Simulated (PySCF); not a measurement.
Cartesian coordinates in Å; atom numbers follow the order of the lines, from 1:
```xyz
8

Be   -0.614   -1.259   -1.314
S     0.944   -0.905   -2.338
Be    1.563    0.352   -1.059
S     2.151    1.591    0.252
Be    0.614    1.259    1.314
S    -0.944    0.905    2.338
Be   -1.563   -0.352    1.059
S    -2.151   -1.591   -0.252
```

Geometry: PBE0-D3(BJ)/def2-SVP; GIAO absolute shieldings from PySCF 2.14, gas phase, non-relativistic, averaged over equivalent atoms.

At KT2/pcSseg-1 (144 basis functions, 24 s wall time on 1 thread of an x86-64 server CPU, shared host):
```json
{"atoms": "Be1/Be3/Be5/Be7", "σ (ppm)": "87.1"}
{"atoms": "S2/S4/S6/S8", "σ (ppm)": "690.2"}
```

Predict the values at PBE0/pcSseg-1 on the same geometry.

Results:


```json
{"atoms": "Be1/Be3/Be5/Be7", "σ at PBE0/pcSseg-1": "86.8", "change": "-0.3"}
{"atoms": "S2/S4/S6/S8", "σ at PBE0/pcSseg-1": "699.5", "change": "+9.3"}
```

The largest change is at S2/S4/S6/S8 (sulfur bonded to 2 Be). Cost: 144 basis functions, 22 s wall time on 1 thread of an x86-64 server CPU, shared host.
